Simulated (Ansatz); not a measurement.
System: MoH₂, charge 0, multiplicity 3. The spin state was set by rule; other spins were not relaxed. SMILES: [MoH2]
Structure (B3LYP-D3(BJ)/def2-TZVP (Ansatz, a quantum-chemistry and plane-wave program) minimum search):
```xyz
3

Mo     0.0406     0.0076     0.0174
H     -0.6358    -1.5272    -0.2721
H     -1.0683     1.2085    -0.4574
```
Charge 0, spin multiplicity 3.

Wanted: vertical ionisation energy (to the quartet state of charge +1; each state is the SCF solution reached for its spin; the UHF <S^2> is 3.96 for the quartet (pure: 3.75) and 3.01 for the triplet (pure: 2.00); for the quartet T1 is 0.054; for the triplet the Hartree-Fock reference is unstable and T1 is 0.048), in eV. Valence correlation only, unless marked. UHF or UKS for open shells. Spin-orbit coupling is left out. Frozen are the shells of the preceding noble gas and the d and f shells that filled before the atom's block. In def2 rows, elements after Kr have scalar-relativistic effective core potentials.  The program attaches cautions to a run behind CCSD/def2-TZVPPD: other amplitudes. The program attaches cautions to a run behind CCSD/def2-QZVPPD: other amplitudes.

```tsv
level	program	vertical ionisation energy (eV)
PBE/def2-TZVPD	Ansatz	7.43
r2SCAN/def2-TZVPD	Ansatz	7.42
B3LYP/def2-TZVPD	Ansatz	7.48
PBE0/def2-TZVPD	Ansatz	7.30
BHLYP/def2-TZVPD	Ansatz	7.24
CAM-B3LYP/def2-TZVPD	Ansatz	7.40
B2PLYP/def2-TZVPD	Ansatz	7.21
CCSD/def2-TZVPPD	Ansatz	7.14
CCSD/def2-QZVPPD	Ansatz	7.15
```
